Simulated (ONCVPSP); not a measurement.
## Varying the ONCV potential for carbon

Base potential:

ONCVPSP 4.0.1 input, shortened (lines: element, Z, core and valence counts, functional; n l f; lmax; l rc ep ncon nbas qcut; lloc lpopt rc5 dvloc0; l nproj debl; icmod fcfact rcfact), PBEsol, scalar-relativistic:

```
  C 6.00    1    2  -116133      upf
    1    0    2.00
    2    0    1.00
    2    1    3.00
    2
    0    1.35    0.00    3    6    4.30
    1    2.55    0.00    3    7    6.70
    2    2.55    0.42    4    8    3.60
    4    4    0.90    1.00
    0    2    0.90
    1    2    0.90
    2    2    1.30
    1    0.60    0.00
```

Cutoffs, loose and tight: the cutoffs (Ha) at which the residual kinetic energy of the hardest occupied pseudo-wave falls to 1 and 0.1 mHa per electron. They do not see the model core or the augmentation charge, which bear on the density cutoff. Test errors are all-electron minus pseudo excitation energies from the reference, over the configurations 2s2 2p2; 2s2 2p1; 2s2 2p0; 2s1 2p0. A dash means not determined; rows that change the core or the reference have their own tests.

A true bound ghost makes a file unfit for plane-wave use even where its test errors are small: the radial tests pick states by their node count and pass the ghost by.

```csv
change,outcome,"cutoff, loose","cutoff, tight",bound ghosts,GHOST(+) flags above zero,largest test error (meV)
base,generated,23 Ha,53 Ha,none,d,+1502
s: qcut 3.3; p: qcut 5.1; d: qcut 2.7,generated,41 Ha,70 Ha,none,d,+2392
s: qcut 3.6; p: qcut 5.6; d: qcut 3,generated,39 Ha,68 Ha,none,d,+2044
s: qcut 4.1; p: qcut 6.3; d: qcut 3.4,generated,27 Ha,55 Ha,none,d,+1635
s: qcut 4.6; p: qcut 7.2; d: qcut 3.9,generated,16 Ha,50 Ha,none,d,+1361
s: qcut 4.8; p: qcut 7.5; d: qcut 4,generated,13 Ha,49 Ha,none,none,+1306
s: qcut 5.4; p: qcut 8.4; d: qcut 4.5,generated,13 Ha,42 Ha,none,none,+1211
s: qcut 5.7; p: qcut 8.8; d: qcut 4.8,generated,13 Ha,28 Ha,none,none,+1173
s: qcut 6.2; p: qcut 9.6; d: qcut 5.2,generated,14 Ha,19 Ha,none,none,+1121
```

(1) What comes out with this change to the base: s: qcut 2.9; p: qcut 4.5; d: qcut 2.4?

Answers

(1) outcome: generated; cutoff, loose: 42 Ha; cutoff, tight: 72 Ha; bound ghosts: d; GHOST(+) flags above zero: none; largest test error (meV): +2884.
